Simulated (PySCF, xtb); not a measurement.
sulfuric acid (H2O4S), SMILES O=S(=O)(O)O. Other conformers were not sampled.

Harmonic wavenumbers (cm⁻¹) from xtb with GFN2-xTB at its own minimum, in rising order: 239, 251, 339, 387, 409, 484, 492, 743, 756, 861, 889, 1150, 1345, 3629, 3642.

Task: What does TPSSh-D3(BJ)/def2-SVP (PySCF) give at its own minimum? (The exact figures need the calculation; the answer reports its results.)

Result: 244, 318, 349, 417, 460, 506, 513, 786, 846, 1117, 1134, 1187, 1440, 3717, 3721. Paired by order, the mean absolute difference is 76 cm⁻¹ and the zero-point energies are 22.3 and 24.0 kcal/mol.
